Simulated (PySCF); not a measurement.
H₃O₄S, SMILES S(O)(=O)(=[OH+])O, charge +1. Atoms are numbered in the order given.

```xyz
8

O      0.0000     0.0000    -1.5522
S      0.0000     0.0000    -0.1226
O     -0.9606    -1.0085     0.5801
O     -0.3932     1.3361     0.5801
O      1.3537    -0.3276     0.5801
H     -1.8438    -1.0802     0.1524
H     -0.0136     2.1369     0.1524
H      1.8574    -1.0566     0.1524
```
Charge +1, spin multiplicity 1.

Geometry optimised at B3LYP-D3(BJ)/def2-SVP. The isomer is the one that the SMILES or the coordinates give; other isomers of the formula were not compared. The values are those of a single conformer.

Computed with M06-2X/def2-TZVP (PySCF).

The molecule is in vacuum.

The total energy comes out as -700.57661 hartree. The point group is C3. The highest occupied level is -18.14 eV. The lowest empty level is -5.05 eV. The orbital gap comes out as 13.09 eV. The dipole moment about the centre of nuclear charge is 0.04 D. The mean static polarisability is 31.1 bohr³ (4.60 Å³) and the polarisability, principal values is 30.9, 31.1, 31.1 bohr³.
